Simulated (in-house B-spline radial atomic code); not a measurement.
A fraction x of an electron is removed from 4f in the neodymium ion Nd³⁺, starting from [Xe] 4f3 and keeping the highest spin. All numbers are computed (scalar-relativistic (X2C) revTPSS, spin-polarised, spherical fractional occupations; Fermi nucleus of rms radius 4.9123 fm) with a radial B-spline atomic code at the basis-set limit, not measured.

```tsv
x	E(x) - E(0) (eV)	4f up level (eV)
0	0.0000	-31.509
0.07	2.2488	-32.746
0.14	4.5847	-33.995
0.33	11.3703	-37.446
0.4	14.0367	-38.739
0.5	18.0037	-40.605
0.52	18.8196	-40.981
0.65	24.3069	-43.446
0.81	31.5043	-46.531
0.89	35.2892	-48.093
```
